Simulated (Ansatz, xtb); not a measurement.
System: SbBr₂, charge 1, multiplicity 1. It need not be the lowest isomer of its formula. 
Coordinates optimised at B3LYP-D3(BJ)/def2-TZVP (Ansatz, a program for electronic structure):
```
Sb
Br 1 2.4309
Br 1 2.4309 2 101.77
```
Charge +1, spin multiplicity 1.

Harmonic wavenumbers from GFN2-xTB (xtb, at its own minimum), cm⁻¹: 78, 240, 248.

Question: Give the harmonic wavenumbers at B3LYP-D3(BJ)/def2-TZVP (Ansatz, finite differences of forces, unscaled).

Answer: 93, 285, 287 cm⁻¹. Zero-point energy 1.0 kcal/mol.

Question: From these and the geometry, give the ideal-gas thermochemistry at 298.15 K and 1 atm (rigid rotor, harmonic oscillator).

Answer: Point group C2v, rotational symmetry number 2. Rotational constants 3.109, 0.889, 0.6913 GHz. S(trans) 42.80, S(rot) 28.13, S(vib) 6.59, S(elec, spin only) 0.00, S 77.5 cal/(mol K). H(298) - H(0) 3.39 kcal/mol; G - E(el) -18.8 kcal/mol.
